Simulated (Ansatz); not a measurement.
This geometry of F$_{4}$H$_{4}$NSTa (11 atoms, charge 0, multiplicity 1) is a first-order saddle point.

Theory: RKS PBE-D4/def2-SVP in Ansatz.

```xyz
11
Properties=species:S:1:pos:R:3
Ta 0.021 -0.125 0.182
N 2.135 -0.030 0.239
H 2.644 0.484 0.969
H 2.714 -0.126 -0.603
F 0.216 0.389 1.995
F 0.383 -0.936 -1.497
F -0.504 1.557 -0.473
F -1.686 -0.919 0.370
S 0.946 -2.520 1.229
H 1.017 -3.145 0.021
H 1.944 -1.407 0.790
```

Task: Which two structures does it join? (They come from a converged band through this point; their orientation in space is the band's.)

Result: Bonds broken: S9–H11. Bonds formed: N2–H11.

Initial state:

```xyz
11
Properties=species:S:1:pos:R:3
Ta 0.121 0.018 0.164
N 2.094 0.385 0.082
H 2.653 0.752 0.860
H 2.708 0.139 -0.702
F 0.279 0.441 2.010
F 0.412 -0.921 -1.472
F -0.646 1.609 -0.481
F -1.514 -0.964 0.448
S 0.851 -2.551 1.227
H 0.672 -3.203 0.044
H 2.200 -2.483 1.043
```

Final state:

```xyz
11
Properties=species:S:1:pos:R:3
Ta -0.064 -0.448 0.317
N 2.265 -0.082 0.257
H 2.533 0.738 0.818
H 2.600 0.083 -0.703
F 0.195 0.126 2.109
F 0.306 -1.158 -1.412
F 0.097 1.351 -0.326
F -1.942 -0.541 0.258
S 0.543 -2.648 1.235
H 0.523 -3.304 0.041
H 2.775 -0.896 0.630
```

Task: How far does it lie above each of them?

Result: 0.246 eV above the first and 1.124 eV above the second. This is the barrier of this one path; another mechanism may lie lower. The orbitals stay closed-shell, which can raise the energy where a bond breaks towards radicals; this wasn't checked here.

Time of the run: 3 min on 4 threads of Arm Neoverse V2 (shared host), peak memory 0.21 GiB.
